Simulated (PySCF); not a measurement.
**TlCl: a composite coupled-cluster calculation**

State: ¹Σ⁺, singlet, closed shell. De refers to Tl + Cl. RHF-based CCSD(T) in PySCF 2.14 with Tl cc-pwCVDZ-PP with ECP60, Cl aug-cc-pV(D+d)Z and Tl cc-pwCVTZ-PP with ECP60, Cl aug-cc-pV(T+d)Z (frozen core orbitals: 9; scalar-relativistic core potentials). Correlation energies are extrapolated as n⁻³ (n = 2, 3), Hartree–Fock as (n+1)·exp(−9√n). CV is the change on freezing 5 orbitals instead, in Tl cc-pwCVTZ-PP with ECP60, Cl cc-pwCVTZ.

| Level | Re (Å) | ωe (cm⁻¹) | ωexe (cm⁻¹) | αe (cm⁻¹) | De (eV) |
| --- | --- | --- | --- | --- | --- |
| CCSD(T)/DZ | 2.5524 | 264.9 | 0.758 | 0.000370 | 4.196 |
| CCSD(T)/TZ | 2.5140 | 277.4 | 0.844 | 0.000389 | 4.327 |
| HF/CBS | 2.5358 | 266.9 | 0.875 | 0.000408 | 3.183 |
| MP2/CBS | 2.4922 | 284.9 | 0.861 | 0.000390 | 4.628 |
| CCSD/CBS | 2.5056 | 280.3 | 0.873 | 0.000395 | 4.241 |
| CCSD(T)/CBS | 2.5047 | 281.3 | 0.862 | 0.000390 | 4.397 |
| CCSD(T)/CBS+CV | 2.5027 | 281.7 | 0.863 | 0.000391 | 4.405 |

Task: How much is left between CCSD(T)/TZ and the basis-set limit, and how much do the triples give at the limit?

Result: CCSD(T)/CBS less CCSD(T)/TZ: -9.3 mÅ in Re, +3.9 cm⁻¹ in ωe and +0.070 eV in De. CCSD(T)/CBS less CCSD/CBS: -0.9 mÅ in Re, +1.0 cm⁻¹ in ωe and +0.156 eV in De.

Task: What do the later terms add?

Result: CV: -2.0 mÅ in Re, +0.4 cm⁻¹ in ωe and +0.008 eV in De, each against the row above.

The T1 diagnostic is 0.015. The open-shell atoms are computed with UHF. Spin–orbit coupling, excitations beyond (T) and corrections to the Born–Oppenheimer picture are left out, and spin–orbit coupling matters for open p, d or f shells this heavy.

The whole job (state search and all basis sets along the bond) took about 19 min on 4 threads of Arm Neoverse V2 (shared host), peak memory 7 GiB.
